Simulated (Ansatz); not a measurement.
`FCC[SiH2]Cl` + `[NH2][V](=[O])([OH])[Cl]` → `N[SiH2]CCF` + `[O]=[V]([OH])([Cl])[Cl]`  (redistribution)

Gas-phase electronic energies from Ansatz, PBE0-D4/def2-TZVP geometries. CBS: MP2 limit from def2 TZ/QZ plus the TZ coupled-cluster correction, frozen cores. Functionals use def2-TZVPP. For V outer-core shells are correlated without core-valence functions, which leaves a few kJ/mol of doubt a bond. Scalar relativity is left out up to krypton. One conformer a species, not always the lowest.

(1) Is it downhill or uphill in electronic energy at CCSD(T)/CBS, and by how much? (Best estimate.)

(2) What do these levels give: r2SCAN-D4, PBE0, SCS-MP2/def2-TZVPP, CCSD/def2-TZVPP, MP2/def2-QZVPP, MP2/CBS(def2)? (Best estimate.)

Largest T1 diagnostic among the species: 0.033, so the coupled-cluster value is less sure than usual.

## Answers

(1) Computed: Nearly level: ΔE = -2.6 kJ/mol.

(2) Computed: r2SCAN-D4 -10.5, PBE0 -7.5, SCS-MP2/def2-TZVPP -18.2, CCSD/def2-TZVPP -2.5, MP2/def2-QZVPP -21.1, MP2/CBS(def2) -19.4 kJ/mol.
